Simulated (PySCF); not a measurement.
## Stationary points of BiCl5

These are results of PBE0 in PySCF with Bi def2-SVP with ECP60, Cl def2-SVP; scalar-relativistic core potentials, no spin–orbit coupling; density-fitted integrals, not measurements.

Relaxations began from a few typed shapes. The search is not exhaustive: other isomers or separated fragments can lie lower, and high-lying points may rest on an excited occupation.

(1) Order these stationary points by electronic energy, lowest first, in kJ/mol from the lowest minimum.
A. singlet D3h: Bi–Cl 2.441 Å (×3), Bi–Cl 2.465 Å (×2); Cl–Bi–Cl 90.0° (×6), Cl–Bi–Cl 120.0° (×3), Cl–Bi–Cl 180.0°
B. singlet C4v: Bi–Cl 2.416 Å, Bi–Cl 2.461 Å (×4); Cl–Bi–Cl 87.5° (×4), Cl–Bi–Cl 102.0° (×4), Cl–Bi–Cl 155.9° (×2)

(2) Which of them are minima?

Answers

(1) A (0.0), B (5.2).

(2) By energy in kJ/mol, 0.0: minimum; 5.2: saddle point, 1 imaginary mode.

Counting electrons, bismuth keeps none of its valence electrons outside its bonds, so the VSEPR class is AX5 and the expected shape is trigonal bipyramidal (D3h), as computed.

For the lowest minimum: with an element this heavy the missing spin–orbit coupling can shift these numbers.
